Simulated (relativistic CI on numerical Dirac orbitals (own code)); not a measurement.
# Radial parameters of Sm LI

Method of calculation: Dirac-Coulomb-Breit CI, separate exchange-only KLI orbitals for each configuration, model QED, unscaled Slater integrals (own radial code, finite nucleus).

Slater integrals F^k, G^k are unscaled and averaged over j, outside the closed core [Ne]; ζ comes from projecting the Hamiltonian with its Breit term on Σ l·s of the shell.

- 3s.3p: G^1(3s,3p) = 557190, ζ(3p) = 864560 cm⁻¹; <r>(3s) = 0.2285, <r^2>(3s) = 0.05955, <r>(3p) = 0.2216, <r^2>(3p) = 0.05678 (bohr units).
- 3p2: F^2(3p,3p) = 442480, ζ(3p) = 864370 cm⁻¹; <r>(3p) = 0.2218, <r^2>(3p) = 0.05687 (bohr units).
- 3s.3d: G^2(3s,3d) = 343370, ζ(3d) = 117620 cm⁻¹; <r>(3s) = 0.2286, <r^2>(3s) = 0.05962, <r>(3d) = 0.1949, <r^2>(3d) = 0.04372 (bohr units).

Averages of the first 10 configurations, taken without configuration mixing, which lowers the lowest level and can move excited configurations by several eV; other configurations of the list can lie among them:

```csv
Configuration,Parity,States,Average energy above the lowest level (eV)
3s2,even,1,4.0
3s.3p,odd,12,225.0
3p2,even,15,465.2
3s.3d,even,20,464.9
3d2,even,45,936.2
3p.3d,odd,60,696.9
3p.4s,odd,12,2317.8
3d.4s,even,20,2547.2
3s.4s,even,4,2084.5
3s.4p,odd,12,2182.0
```
